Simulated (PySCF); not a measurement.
Gas-phase reaction: TiO2 + 2 O + 2 H2 → Ti(OH)4

Energies from PySCF (xtb for GFN2), thermal terms from the rigid-rotor harmonic-oscillator model, ideal gas at 1 bar. † marks an energy on the PBE0/def2-TZVP geometry and frequencies; other levels use their own. CCSD(T) freezes the core. 6-31G* has spherical d functions here. Open shells (unrestricted): O (multiplicity 3); the rest are closed-shell singlets. GFN2 has no spin-polarisation term. Spin-orbit splitting is ignored; it lowers the true energy and changes the entropy of O. Ti(OH)4: computed as isolated molecules; such fragments, hydroxides, amides, oligomers or adducts are transient or little studied in the gas. CCSD(T) isn't extrapolated to the basis-set limit. Warning, large T1 diagnostic: Ti(OH)4, TiO2 (CCSD(T)/def2-SVP†).

```json
[
 {"level": "BLYP/def2-TZVP†", "ΔH°(298 K), kJ": "-1424"},
 {"level": "CCSD(T)/def2-SVP†", "ΔH°(298 K), kJ": "-1367"},
 {"level": "GFN2-xTB", "ΔH°(298 K), kJ": "(withheld)"},
 {"level": "HF/6-31G*", "ΔH°(298 K), kJ": "(withheld)"},
 {"level": "HF/def2-TZVP†", "ΔH°(298 K), kJ": "(withheld)"},
 {"level": "M06-2X/def2-TZVP†", "ΔH°(298 K), kJ": "(withheld)"},
 {"level": "PBE/def2-SVP", "ΔH°(298 K), kJ": "-1507"},
 {"level": "PBE0/def2-QZVP†", "ΔH°(298 K), kJ": "-1483"}
]
```

**Question.** Fill in the missing entries.

**Answer.** 
- GFN2-xTB, ΔH°(298 K), kJ: -2336
- HF/6-31G*, ΔH°(298 K), kJ: -1091
- HF/def2-TZVP†, ΔH°(298 K), kJ: -1163
- M06-2X/def2-TZVP†, ΔH°(298 K), kJ: -1531
